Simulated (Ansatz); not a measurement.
Reaction (formal exchange of groups at the Sb–N bond): `C=C=[N][SbH2]` + `C[Si](N)(O)Cl` → `N[Si](O)(Cl)[SbH2]` + `C=C=NC`

Calculated with Ansatz (gas phase, PBE0-D4/def2-TZVP geometries, no zero-point term in ΔE). CBS: MP2 limit from def2 TZ/QZ plus the TZ coupled-cluster correction, frozen cores. Functionals use def2-TZVPP. Elements past krypton have def2 core potentials. For Sb outer-core shells are correlated without core-valence functions, which leaves a few kJ/mol of doubt a bond. Each species was taken in one conformer, which may not be the lowest.

Q: Is it downhill or uphill in electronic energy at CCSD(T)/CBS, and by how much? (An estimate is asked.)

A: Ansatz gave: Uphill: ΔE = +50.6 kJ/mol.

Q: What do these levels give: revPBE-D4, B97M-V, ωB97M-V, B2PLYP, PBE0, r2SCAN0, LC-ωPBE, HF/def2-SVP, CCSD(T)/def2-SVP, MP2/def2-TZVPP, SCS-MP2/def2-TZVPP, HF/def2-QZVPP? (Estimate.)

A: Computed: revPBE-D4 43.1, B97M-V 64.8, ωB97M-V 53.7, B2PLYP 55.0, PBE0 42.5, r2SCAN0 50.7, LC-ωPBE 49.8, HF/def2-SVP 41.5, CCSD(T)/def2-SVP 34.8, MP2/def2-TZVPP 57.1, SCS-MP2/def2-TZVPP 58.5, HF/def2-QZVPP 62.3 kJ/mol.

Q: What do rigid-rotor, harmonic-oscillator terms from PBE0-D4/def2-TZVP frequencies (298.15 K, 1 bar) make of the CCSD(T)/CBS value? (Estimate.)

A: Computed: ΔZPE = +5.2 kJ/mol, ΔH = +55.9 kJ/mol, ΔS = -4 J/(mol·K), ΔG = +57.0 kJ/mol.

Largest T1 diagnostic among the species: 0.015.

At CCSD(T), def2-SVP lies −15.8 kJ/mol from the extrapolated value and def2-TZVPP +3.6 kJ/mol. Leaving LDA and LC-ωPBE aside and taking each functional with its dispersion term where it has one, the values, not all of them listed here, spread over 25.4 kJ/mol, from PBE-D4 to B97M-V. LDA lies −7.2 kJ/mol from PBE without D4.
